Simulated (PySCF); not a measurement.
Delta-SCF ions had no search for a lower state. Excitations are Tamm–Dancoff values on a coarser integration grid. The basis has no diffuse functions, so Rydberg states are missing or too high.

Cartesian coordinates (Å):
```xyz
8

B      1.7115    -0.1008     0.0237
B      0.0667    -0.0069     0.0010
B     -1.0471     1.0059    -0.0519
B     -1.1618    -0.8779     0.0213
H      2.3171    -0.1751    -0.9985
H      2.2932    -0.0942     1.0624
H     -1.9931     1.7011    -0.0903
H     -2.1865    -1.4521     0.0322
```
Charge 0, multiplicity 1.

Task: Estimate the T1 excitation (TDA), S1–T1 gap (TDA), LUMO, dipole moment and vertical ionisation energy (Delta-SCF) that PBE-D3(BJ)/def2-TZVP // B3LYP-D3(BJ)/def2-TZVP (PySCF) returns for this input.

Result: 
```
Quantity                                  Result
--------------------------------------  --------
T1 excitation (TDA)                      1.17 eV
S1–T1 gap (TDA)                          0.51 eV
LUMO                                    -4.42 eV
dipole moment                             0.92 D
vertical ionisation energy (Delta-SCF)   8.98 eV
```
